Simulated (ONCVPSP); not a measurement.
## How hard is this tellurium ONCV potential?

- Element: Te (Z = 52)
- Generator: ONCVPSP 4.0.1
- Type: optimised norm-conserving Vanderbilt (ONCV)
- Functional: PBEsol
- Relativity: fully relativistic
- Frozen core: [Ar] 3d10
- Valence charge: 24
- Reference configuration: 4s2 4p6 4d10 5s2 5p4
- Partial waves: 4s+5s: rc 1.15 bohr, ncon 4, nbas 8, qcut 13.3 1/bohr, 2 projectors; 4p+5p: rc 1.35 bohr, ncon 4, nbas 7, qcut 8.8 1/bohr, 2 projectors; 4d: rc 0.90 bohr, ncon 3, nbas 6, qcut 11.8 1/bohr, 2 projectors, debl 2.2 Ha
- Local potential: polynomial inside 0.75 bohr (lpopt 5, dvloc0 -1 Ha)
- Core correction: polynomial model core, fcfact 0.65

Open shells are filled in proportion to 2j + 1.

For each optimised wave give the share of its norm inside rc, the residual kinetic energy above qcut (Ha) and the cutoffs (Ha) for errors of 10, 1, 0.1 and 0.01 mHa per electron.

| wave | norm inside rc | residual KE | 10 mHa | 1 mHa | 0.1 mHa | 0.01 mHa |
| --- | --- | --- | --- | --- | --- | --- |
| 4s | 0.923 | 8.0e-08 | 45.0 | 56.2 | 65.2 | 72.9 |
| 5s | 0.068 | 3.5e-08 | 40.0 | 52.9 | 63.6 | 72.5 |
| 4p j=3/2 | 0.948 | 9.9e-07 | 21.9 | 26.9 | 31.1 | 34.5 |
| 5p j=3/2 | 0.053 | 1.3e-05 | 17.1 | 22.5 | 26.8 | 42.5 |
| 4p j=1/2 | 0.959 | 3.7e-06 | 23.6 | 29.0 | 33.5 | 37.4 |
| 5p j=1/2 | 0.063 | 9.1e-06 | 18.7 | 24.6 | 29.2 | 35.7 |
| 4d j=5/2 | 0.471 | 1.8e-05 | 42.5 | 53.7 | 63.0 | 74.2 |
| d projector 2 j=5/2 | 0.060 | 2.8e-05 | 35.3 | 48.5 | 61.7 | 84.2 |
| 4d j=3/2 | 0.484 | 2.4e-05 | 43.4 | 54.6 | 63.9 | 86.7 |
| d projector 2 j=3/2 | 0.060 | 2.6e-05 | 36.0 | 49.4 | 62.1 | 77.9 |

The occupied waves need 56 Ha and 65 Ha for 1 and 0.1 mHa. Note: no bound ghost flagged; GHOST(+) flagged for s at 101.7 eV.
